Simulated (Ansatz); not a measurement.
Start from `C=C=C(C)BCl` and change one atom or group to get `BC(C)=C=C`.

Ansatz, PBE0-D4/def2-TZVP geometries, multiplicity 1. Each molecule was computed in one conformer, which needn't be the lowest.

```
                                          property  `C=C=C(C)BCl`
             LUMO energy (ωB97M-V/def2-TZVPP) / eV           0.29
             HOMO energy (ωB97M-V/def2-TZVPP) / eV          -9.99
               HOMO–LUMO gap (PBE/def2-TZVPP) / eV           3.99
size of the dipole moment (ωB97M-V/def2-TZVPP) / D           1.91
  size of the dipole moment (B3LYP/def2-TZVPP) / D           1.92
                 LUMO energy (PBE/def2-TZVPP) / eV          -2.64
```

Problem. What does the change do to each property? (Estimate.)

Solution. Computed: 
```tsv
property	`BC(C)=C=C`	shift
LUMO energy (ωB97M-V/def2-TZVPP) / eV	0.19	-0.10
HOMO energy (ωB97M-V/def2-TZVPP) / eV	-9.93	0.06
HOMO–LUMO gap (PBE/def2-TZVPP) / eV	3.79	-0.20
size of the dipole moment (ωB97M-V/def2-TZVPP) / D	1.23	-0.68
size of the dipole moment (B3LYP/def2-TZVPP) / D	1.26	-0.66
LUMO energy (PBE/def2-TZVPP) / eV	-2.74	-0.10
```

Dipoles are sizes alone; their direction can turn.

B3LYP here is the variant with VWN-RPA as its local correlation; programs differ in this.
